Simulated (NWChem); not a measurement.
System: TiHOF3; SMILES [F][Ti]([F])([OH])[F]

NWChem printed, in part:

```
             Northwest Computational Chemistry Package (NWChem) 7.3.0
             --------------------------------------------------------

 C1  symmetry detected

                             Geometry "geometry" -> ""
                             -------------------------

 Output coordinates in angstroms (scale by  1.889725989 to convert to a.u.)

  No.       Tag          Charge          X              Y              Z
 ---- ---------------- ---------- -------------- -------------- --------------
    1 Ti                  22.0000    -0.00010856     0.01677540    -0.01095058
    2 F                    9.0000     1.39754446    -0.71523300    -0.73577154
    3 F                    9.0000    -0.00207264     1.72624312    -0.31275896
    4 F                    9.0000    -1.40930899    -0.71459581    -0.71373661
    5 O                    8.0000     0.01334907    -0.26335196     1.71205105
    6 H                    1.0000     0.02013025    -0.92997186     2.40490843

 Effective nuclear repulsion energy (a.u.)     332.8872233918

                                 NWChem DFT Module
                                 -----------------

 Summary of "ao basis" -> "ao basis" (spherical)
 ------------------------------------------------------------------------------
       Tag                 Description            Shells   Functions and Types
 ---------------- ------------------------------  ------  ---------------------
 Ti                          6-31g*                 12       34   5s4p2d1f
 F                           6-31g*                  6       14   3s2p1d
 O                           6-31g*                  6       14   3s2p1d
 H                           6-31g*                  2        2   2s

            General Information
            -------------------
          SCF calculation type: DFT
          Wavefunction type:  closed shell.
          No. of atoms     :     6
          No. of electrons :    58
           Alpha electrons :    29
            Beta electrons :    29
          Charge           :     0
          Spin multiplicity:     1
          Use of symmetry is: off; symmetry adaption is: off
          Maximum number of iterations: 150
          AO basis - number of functions:    92
                     number of shells:    38
          Convergence on energy requested:  1.00D-06
          Convergence on density requested:  1.00D-05
          Convergence on gradient requested:  5.00D-04

              XC Information
              --------------
                        Slater Exchange Functional  1.052 local
                      OPTX     Exchange Functional  1.432 non-local
              Lee-Yang-Parr Correlation Functional  1.000

             Grid Information
             ----------------
          Grid used for XC integration:  medium
          Radial quadrature: Mura-Knowles
          Angular quadrature: Lebedev.
          Tag              B.-S. Rad. Rad. Pts. Rad. Cut. Ang. Pts.
          ---              ---------- --------- --------- ---------
          Ti                  1.40      112           9.0       590
          F                   0.50       49          10.0       434
          O                   0.60       49           7.0       434
          H                   0.35       45          10.0       434
          Grid pruning is: on
          Number of quadrature shells:   353
          Spatial weights used:  Erf1

      Superposition of Atomic Density Guess
      -------------------------------------

 Sum of atomic energies:       -1221.67079042

      Non-variational initial energy
      ------------------------------

 Total energy =   -1221.515440
 1-e energy   =   -2346.232574
 2-e energy   =     791.829910
 HOMO         =      -0.528272
 LUMO         =      -0.036182

     ---------------------------------------------
      Total Density - Mulliken Population Analysis
     ---------------------------------------------

    Atom       Charge   Shell Charges
 -----------   ------   -------------------------------------------------------
    1 Ti  22    18.93   2.00  2.00  6.00  2.00  6.00  0.09  0.09  0.04  0.05  0.23  0.41  0.03
    2 F    9     9.79   2.00  0.96  3.57  1.02  2.23  0.01
    3 F    9     9.79   2.00  0.96  3.57  1.02  2.23  0.01
    4 F    9     9.79   2.00  0.96  3.57  1.02  2.23  0.01
    5 O    8     9.27   2.00  0.94  3.28  0.94  2.10  0.01
    6 H    1     0.44   0.35  0.09

   convergence    iter        energy       DeltaE   RMS-Dens  Diis-err
 ---------------- ----- ----------------- --------- --------- ---------
 d= 0,ls=0.0,diis     1  -1224.4897773289 -1.56D+03  5.35D-02  3.68D+00
 d= 0,ls=0.5,diis     2  -1204.3775978414  2.01D+01  1.36D-02  1.78D+02
 d= 0,ls=0.5,diis     3  -1212.1726856048 -7.80D+00  6.62D-03  1.39D+02
 d= 0,ls=0.5,diis     4  -1215.3938819095 -3.22D+00  8.98D-03  1.15D+02
 d= 0,ls=0.5,diis     5  -1219.4800387782 -4.09D+00  9.59D-03  6.96D+01
 d= 0,ls=0.5,diis     6  -1222.6321702406 -3.15D+00  8.62D-03  2.96D+01
 d= 0,ls=0.5,diis     7  -1224.3740509869 -1.74D+00  6.16D-03  6.87D+00
 d= 0,ls=0.5,diis     8  -1224.9193404365 -5.45D-01  3.61D-03  8.81D-01
 d= 0,ls=0.5,diis     9  -1225.0244473937 -1.05D-01  2.05D-03  6.68D-02
  Resetting Diis
 d= 0,ls=0.5,diis    10  -1225.0408613687 -1.64D-02  1.17D-03  1.57D-02
 d= 0,ls=0.5,diis    11  -1225.0441307974 -3.27D-03  1.32D-03  2.09D-02
 d= 0,ls=0.5,diis    12  -1225.0450669664 -9.36D-04  6.04D-04  2.97D-02
 d= 0,ls=0.5,diis    13  -1225.0477713959 -2.70D-03  3.86D-04  5.32D-03
 d= 0,ls=0.5,diis    14  -1225.0486288941 -8.57D-04  2.29D-04  6.63D-04
 d= 0,ls=0.5,diis    15  -1225.0488500105 -2.21D-04  1.52D-04  1.80D-04
 d= 0,ls=0.5,diis    16  -1225.0489422248 -9.22D-05  1.04D-04  8.55D-05
 d= 0,ls=0.5,diis    17  -1225.0489850858 -4.29D-05  7.12D-05  4.85D-05
 d= 0,ls=0.5,diis    18  -1225.0490058528 -2.08D-05  4.97D-05  3.01D-05
 d= 0,ls=0.5,diis    19  -1225.0490166457 -1.08D-05  3.47D-05  1.46D-05
 d= 0,ls=0.5,diis    20  -1225.0490219772 -5.33D-06  2.42D-05  6.84D-06
 d= 0,ls=0.5,diis    21  -1225.0490245640 -2.59D-06  1.70D-05  3.33D-06
 d= 0,ls=0.5,diis    22  -1225.0490258374 -1.27D-06  1.19D-05  1.67D-06
 d= 0,ls=0.5,diis    23  -1225.0490264762 -6.39D-07  8.39D-06  7.85D-07

         Total DFT energy =    -1225.049026784204
      One electron energy =    -2351.013054902912
           Coulomb energy =      875.693976113530
    Exchange-Corr. energy =      -82.617171386652
 Nuclear repulsion energy =      332.887223391830

 Numeric. integr. density =       57.999997220510

                       DFT Final Molecular Orbital Analysis
                       ------------------------------------

 Vector   27  Occ=2.000000D+00  E=-3.363809D-01
              MO Center= -5.5D-03,  1.5D-01, -5.7D-01, r^2= 3.1D+00
   Bfn.  Coefficient  Atom+Function         Bfn.  Coefficient  Atom+Function
  ----- ------------  ---------------      ----- ------------  ---------------
    51      0.399028  3 F  px                38     -0.321326  2 F  py
    66      0.321767  4 F  py                55      0.284632  3 F  px
    42     -0.229136  2 F  py                70      0.229441  4 F  py
    37     -0.203303  2 F  px                65     -0.202727  4 F  px
    41     -0.145017  2 F  px                69     -0.144614  4 F  px

 Vector   28  Occ=2.000000D+00  E=-3.040263D-01
              MO Center=  1.1D-02,  4.5D-02,  1.3D+00, r^2= 1.8D+00
   Bfn.  Coefficient  Atom+Function         Bfn.  Coefficient  Atom+Function
  ----- ------------  ---------------      ----- ------------  ---------------
    80      0.456877  5 O  py                81      0.339958  5 O  pz
    84      0.336730  5 O  py                85      0.252737  5 O  pz
    53     -0.244339  3 F  pz                57     -0.174303  3 F  pz
    19      0.107538  1 Ti d -1              52     -0.101235  3 F  py
    82      0.090514  5 O  s                  8     -0.088025  1 Ti py

 Vector   29  Occ=2.000000D+00  E=-2.987303D-01
              MO Center=  9.2D-03, -3.3D-01,  1.3D+00, r^2= 1.7D+00
   Bfn.  Coefficient  Atom+Function         Bfn.  Coefficient  Atom+Function
  ----- ------------  ---------------      ----- ------------  ---------------
    79      0.577109  5 O  px                83      0.431849  5 O  px
    67      0.138278  4 F  pz                39     -0.136127  2 F  pz
    37     -0.106844  2 F  px                65     -0.105121  4 F  px
    21     -0.101252  1 Ti d  1              71      0.095767  4 F  pz
    43     -0.094116  2 F  pz                 7     -0.088109  1 Ti px

 Vector   30  Occ=0.000000D+00  E=-1.021728D-01
              MO Center=  4.0D-04, -3.5D-02,  4.0D-02, r^2= 1.3D+00
   Bfn.  Coefficient  Atom+Function         Bfn.  Coefficient  Atom+Function
  ----- ------------  ---------------      ----- ------------  ---------------
    19      0.575949  1 Ti d -1              24      0.313749  1 Ti d -1
    20      0.310821  1 Ti d  0              22     -0.312031  1 Ti d  2
    27     -0.166580  1 Ti d  2              92      0.161805  6 H  s
    25      0.160296  1 Ti d  0              82     -0.139821  5 O  s
    53     -0.128804  3 F  pz                67      0.118247  4 F  pz

 Vector   31  Occ=0.000000D+00  E=-9.592279D-02
              MO Center=  2.8D-04,  2.4D-02,  2.6D-02, r^2= 1.2D+00
   Bfn.  Coefficient  Atom+Function         Bfn.  Coefficient  Atom+Function
  ----- ------------  ---------------      ----- ------------  ---------------
    18      0.531545  1 Ti d -2              21      0.497012  1 Ti d  1
    23      0.287425  1 Ti d -2              26      0.268837  1 Ti d  1
    79      0.184757  5 O  px                51     -0.169856  3 F  px
    83      0.158141  5 O  px                55     -0.129165  3 F  px
    39      0.111734  2 F  pz                67     -0.111957  4 F  pz

[...]
```

Level: OLYP/6-31G* (spherical d). The geometry was optimised at PBE0/def2-SVP.

**Question.** Write an input that gives this output.

**Answer.** This is not unique; one that fits is the input that was run:
```
start job
memory heap 200 mb stack 900 mb global 1100 mb
geometry units angstroms noautoz
  Ti    -0.007683     0.005373    -0.033954
  F      1.060026    -0.499731     1.238643
  F      0.533138    -0.633357    -1.554779
  F     -1.595400    -0.593467     0.333746
  O     -0.039681     1.748602    -0.120648
  H     -0.229697     2.560883     0.357445
end
basis spherical
  Ti library 6-31g*
  F library 6-31g*
  O library 6-31g*
  H library 6-31g*
end
dft
  xc optx lyp
  iterations 150
  mulliken
end
task dft energy
```
